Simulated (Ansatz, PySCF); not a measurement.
Pair of molecules: BFH2O2 (SMILES OB(O)F) (first 6 atoms) with HF (SMILES F); geometry from B3LYP-D3(BJ)/def2-TZVP.
(charge 0, multiplicity 1):
```xyz
8

O      1.1091     0.8348     0.2336
B      0.0276     0.0340     0.1597
O     -0.4567    -0.5168     1.3137
F     -0.5826    -0.2359    -1.0041
H      1.3992     1.1900    -0.6120
H     -1.2297    -1.0779     1.1930
F      0.2876    -0.3480     3.8796
H      0.0913    -0.3569     2.9618
```

Counterpoise-corrected where a basis set is named; no monomer relaxation. Rows marked so take none.

Correlated levels freeze the cores. Rows in 6-31G* carry no dispersion term and start afresh at each structure (6-31G* with six Cartesian d functions).

Codes used: Ansatz (an electronic-structure program); PySCF for 6-31G* rows. Each number belongs to the level named beside it.

Task: Give the interaction energy at the level B3LYP/6-31G* (no counterpoise).

Result: -364 meV

Task: What interaction energy does BHLYP/def2-TZVPPD give?

Result: -334 meV

Task: Predict the interaction energy from CCSD(T)/aug-cc-pVDZ.

Result: -277 meV
